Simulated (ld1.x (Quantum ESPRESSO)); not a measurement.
**Logarithmic derivatives: Al (Z = 13), TM**

ld1.x (Quantum ESPRESSO) 7.5 input, shortened:

```
&input
   title='Al', zed=13., rel=1, dft='PZ', iswitch=3,
   config='[Ne] 3s1 3p0 3d-2'
 /
 &inputp
   pseudotype=2, tm=.true., lloc=-2, rcloc=0.45,
   nlcc=.false.
 /
3
2S  1  0   2.00   0.00  0.85  0.85  0.0
2P  2  1   6.00   0.00  0.50  0.50  0.0
3D  3  2  -2.00   0.10  0.65  0.65  0.0
 &test
   configts(1)='2s2 2p6 3s1 3p0'
 /
```

Occupied shells without a wave of their own: 3s. They enter only through the test configuration that unscreens the potential.

The phase is arctan(r·u′/u) with u = r·R(r), unwrapped; energies in Ry, scanned from -11 to 5 Ry. A pole is an energy at which the radial function vanishes at the test radius. The pseudo phase is shifted by a multiple of π to meet the all-electron one at the reference energy, and phase errors are pseudo minus all-electron; the curves can meet again beyond the range given. Levels narrower than the energy grid can be missing from the lists of poles.

For each channel, where are the poles, and over which energies does the pseudopotential scatter like the atom?

```json
{"channel": "s", "radius (bohr)": "0.95", "reference energy (Ry)": "-9.42", "poles, all-electron": "-6.03", "poles, pseudo": "-6.06", "unbroken range about the reference energy with phases within 0.05 rad": "the whole range", "phase error 1 Ry above the reference energy (rad)": "-0.000"}
{"channel": "p", "radius (bohr)": "0.95", "reference energy (Ry)": "-6.64", "poles, all-electron": "-3.96", "poles, pseudo": "-3.96", "unbroken range about the reference energy with phases within 0.05 rad": "the whole range", "phase error 1 Ry above the reference energy (rad)": "+0.000"}
{"channel": "d", "radius (bohr)": "0.95", "reference energy (Ry)": "0.10", "poles, all-electron": "none", "poles, pseudo": "none", "unbroken range about the reference energy with phases within 0.05 rad": "the whole range", "phase error 1 Ry above the reference energy (rad)": "+0.000"}
```

Phases in the s channel:

```csv
E (Ry),all-electron,pseudo
-11.00,-0.140,-0.143
-10.76,-0.326,-0.328
-10.52,-0.505,-0.507
-10.28,-0.668,-0.669
-10.04,-0.810,-0.810
-9.80,-0.930,-0.930
-9.56,-1.031,-1.031
-9.32,-1.115,-1.115
-9.08,-1.185,-1.185
-8.84,-1.245,-1.245
-8.60,-1.295,-1.295
-8.36,-1.339,-1.339
-8.12,-1.376,-1.377
-7.88,-1.409,-1.410
-7.64,-1.438,-1.439
-7.40,-1.464,-1.465
-7.16,-1.487,-1.488
-6.92,-1.508,-1.509
-6.68,-1.527,-1.528
-6.44,-1.544,-1.546
-6.20,-1.560,-1.562
-5.96,-1.575,-1.577
-5.72,-1.589,-1.591
-5.48,-1.601,-1.603
-5.24,-1.613,-1.616
-5.00,-1.625,-1.627
-4.76,-1.635,-1.638
-4.52,-1.646,-1.649
-4.28,-1.655,-1.658
-4.04,-1.665,-1.668
-3.80,-1.673,-1.677
-3.56,-1.682,-1.686
-3.32,-1.690,-1.694
-3.08,-1.698,-1.703
-2.84,-1.706,-1.711
-2.60,-1.714,-1.719
-2.36,-1.722,-1.727
-2.12,-1.729,-1.734
-1.88,-1.736,-1.742
-1.64,-1.743,-1.750
-1.40,-1.750,-1.757
-1.16,-1.758,-1.765
-0.92,-1.765,-1.772
-0.68,-1.772,-1.780
-0.44,-1.778,-1.787
-0.20,-1.786,-1.795
0.04,-1.792,-1.802
0.28,-1.800,-1.810
0.52,-1.807,-1.818
0.76,-1.814,-1.826
1.00,-1.821,-1.834
1.24,-1.829,-1.842
1.48,-1.836,-1.850
1.72,-1.844,-1.859
1.96,-1.851,-1.868
2.20,-1.859,-1.877
2.44,-1.867,-1.886
2.68,-1.876,-1.896
2.92,-1.884,-1.906
3.16,-1.893,-1.916
3.40,-1.902,-1.927
3.64,-1.911,-1.938
3.88,-1.921,-1.950
4.12,-1.931,-1.962
4.36,-1.942,-1.975
4.60,-1.952,-1.989
4.84,-1.964,-2.003
```
